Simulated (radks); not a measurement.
Species: Rh0.8+. Configuration: [Kr] 4d8 5s(up 0.2, down 0) (fractional occupations, a model configuration). Calculated with a radial shooting solver on a logarithmic mesh with Libxc functionals: scalar-relativistic Kohn-Sham, BLYP, spin-polarised, spherical densities, point nucleus; open shells are filled with parallel spins first (spin-orbit coupling, left out, can overturn this in heavy ions).

Normalised radial functions P(r) = r R(r), r in bohr:

r           4s up    4p up    5s up
0.00309    0.1091   0.0048   0.0325
0.003568   0.1221   0.0062   0.0364
0.004121   0.1361   0.0080   0.0406
0.004759   0.1511   0.0103   0.0450
0.005496   0.1668   0.0133   0.0497
0.006348   0.1830   0.0172   0.0545
0.007331   0.1993   0.0221   0.0594
0.008466   0.2151   0.0284   0.0641
0.009777   0.2296   0.0362   0.0684
0.01129    0.2420   0.0462   0.0721
0.01304    0.2509   0.0585   0.0747
0.01506    0.2549   0.0737   0.0759
0.01753    0.2518   0.0935   0.0750
0.02025    0.2401   0.1160   0.0715
0.02338    0.2177   0.1427   0.0648
0.02701    0.1828   0.1734   0.0544
0.03119    0.1340   0.2080   0.0398
0.03602    0.0706   0.2456   0.0209
0.0416    -0.0065   0.2845  -0.0021
0.04804   -0.0946   0.3219  -0.0284
0.05548   -0.1885   0.3541  -0.0564
0.06408   -0.2802   0.3759  -0.0837
0.074     -0.3584   0.3810  -0.1069
0.08546   -0.4099   0.3626  -0.1220
0.0987    -0.4204   0.3140  -0.1248
0.1149    -0.3736   0.2251  -0.1103
0.1327    -0.2671   0.1043  -0.0780
0.1532    -0.1030  -0.0464  -0.0285
0.177      0.1032  -0.2142   0.0334
0.2044     0.3223  -0.3781   0.0986
0.2361     0.5136  -0.5108   0.1544
0.2726     0.6316  -0.5824   0.1868
0.3148     0.6366  -0.5671   0.1837
0.3636     0.5067  -0.4502   0.1386
0.4199     0.2471  -0.2344   0.0544
0.485     -0.1062   0.0575  -0.0558
0.5601    -0.4919   0.3842  -0.1694
0.6468    -0.8376   0.6939  -0.2594
0.753     -1.0888   0.9467  -0.3010
0.8696    -1.1789   1.0769  -0.2730
1.004     -1.1228   1.0862  -0.1773
1.16      -0.9550   0.9888  -0.0276
1.34      -0.7303   0.8197   0.1514
1.547     -0.5028   0.6213   0.3310
1.787     -0.3110   0.4305   0.4851
2.063     -0.1717   0.2718   0.5940
2.383     -0.0838   0.1553   0.6468
2.752     -0.0356   0.0795   0.6417
3.178     -0.0130   0.0360   0.5856
3.67      -0.0040   0.0142   0.4925
4.273     -0.0009   0.0044   0.3740
4.935     -0.0002   0.0012   0.2619
5.699     0.0000   0.0003   0.1655
6.582     0.0000   0.0000   0.0935
7.601     0.0000   0.0000   0.0467
8.779     0.0000   0.0000   0.0202
10.14     0.0000   0.0000   0.0075

4s up: eigenvalue -89.052 eV, 3 radial nodes at r = 0.0411, 0.165, 0.466 bohr, <r> = 0.980 bohr, 90 % of the charge inside 1.43 bohr. 4p up: eigenvalue -57.003 eV, 2 radial nodes at r = 0.147, 0.472 bohr, <r> = 1.08 bohr, 90 % of the charge inside 1.60 bohr. 5s up: eigenvalue -9.787 eV, 4 radial nodes at r = 0.0411, 0.164, 0.452, 1.19 bohr, <r> = 2.99 bohr, 90 % of the charge inside 4.45 bohr.
